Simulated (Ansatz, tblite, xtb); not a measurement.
## How methods differ on C3H6OSi (SMILES COC#C[SiH3])

The species is C3H6OSi (11 atoms), meant as a singlet with charge 0. SMILES: `COC#C[SiH3]`. The coordinates come from a PBE0-D4/def2-TZVP relaxation.

Each level gives the dipole moment (D). The values are calculated.

```csv
level,kind,program,value (D)
IPEA1-xTB,semi-empirical,tblite,3.74
GFN2-xTB,semi-empirical,tblite,2.22
GFN1-xTB,semi-empirical,tblite,3.43
GFN0-xTB,semi-empirical,xtb,5.79
PBE/6-31G* (Cartesian functions),GGA,Ansatz,2.84
PBE/cc-pVDZ,GGA,Ansatz,2.78
PBE/cc-pVTZ,GGA,Ansatz,2.79
PBE/pcseg-2,GGA,Ansatz,2.79
PBE/def2-TZVPP,GGA,Ansatz,2.80
```

The values span 2.22 to 5.79 D.
